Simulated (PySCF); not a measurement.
**Spinor energies of Zr (zirconium, neutral)**

Start: [Kr] 4d2 5s1 5p1; 4d5/2 filled at m_j = +3/2, +5/2; 5s1/2 filled at m_j = +1/2; 5p3/2 filled at m_j = +3/2. Calculated with PySCF 2.14 in x2c-TZVPall-2c with one added diffuse shell each of s, p, d type (9s10p8d1f, 86 functions): generalised Hartree-Fock with the X2C-1e Hamiltonian and a Gaussian nucleus; one run each with spin-orbit coupling (SO) switched off, then screened by Boettger's factors. This is a chosen level, not necessarily the ground level.

```tsv
spinor shell	electrons	ε, spin-free (eV)	ε, screened SO (eV)	weight of nominal j (screened SO)	rms radius, screened SO (bohr)
1s1/2	2	-18099.0	-18098.2	1.000	0.0426
2s1/2	2	-2580.7	-2580.5	1.000	0.176
2p1/2	2	-2295.3	-2354.5	1.000	0.154
2p3/2	4	-2295.3	-2267.4	1.000	0.158
3s1/2	2	-455.07	-455.09	1.000	0.488
3p1/2	2	-359.39	-369.27	1.000	0.489
3p3/2	4	-359.39	-354.81	1.000	0.499
3d3/2	4	-202.19	-203.71	0.991	0.494
3d5/2	6	-202.19	-201.24	0.994	0.497
4s1/2	2	-69.172	-69.225	1.000	1.30
4p3/2	4	-41.702	-41.162	0.912	1.47
4p1/2	2	-41.702	-43.032	0.824	1.46
4d5/2	2	-9.736	-9.733	0.892	2.46
5s1/2	1	-8.116	-8.132	0.993	4.01
5p3/2	1	-4.741	-4.699	1.000	5.11
```

```
   quantity    spin-free  screened SO
E (hartree)  -3595.97969  -3596.32253
        M_J            6            6
       ⟨J²⟩       42.017       42.017
       ⟨L²⟩       20.016       20.027
       ⟨S²⟩        6.001        6.007
```

Each row is a mean over spinors that exchange with the open shell spreads, by up to 4.919 eV (4p3/2).

Rows whose weight is well below 1 are mixtures of j = l ± 1/2: exchange outweighs spin-orbit coupling there, and the label is only the starting occupation.

Breit and QED terms are absent; they matter most for the inner s and p1/2 levels.

Densities and radii are taken from the X2C orbitals without a picture-change correction, which distorts them close to the nucleus.

Without spin-orbit coupling the j labels of p, d and f shells carry no meaning; the spin-free column gives the mean over the occupied spinors of each nl shell.
